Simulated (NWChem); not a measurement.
Species: SiH$_{2}$SOF$_{2}$; SMILES S[Si](O)(F)F

```xyz
7

O      1.6359    -0.7518     0.1074
Si     0.0565    -0.3385     0.0554
F     -0.7954    -0.9953     1.2481
F     -0.5818    -0.9544    -1.2899
S     -0.1375     1.7471     0.2104
H      1.8834    -1.6182    -0.2325
H      0.9697     1.9528    -0.5369
```
Atoms are numbered in this order, from 1.

Computed with NWChem. The geometry was optimised at PBE0/def2-SVP. Vzz is the largest principal value of the second derivative of the potential at the nucleus (NWChem prints the opposite sign); η is the asymmetry. Non-relativistic.

Estimate the computed values for CAM-B3LYP/def2-SVP. Quantities: Vzz O1 (a.u.); η O1; Vzz S5 (a.u.); η S5.


```json
{
  "Vzz O1 (a.u.)": "1.427",
  "η O1": "0.52",
  "Vzz S5 (a.u.)": "-2.078",
  "η S5": "0.73"
}
```
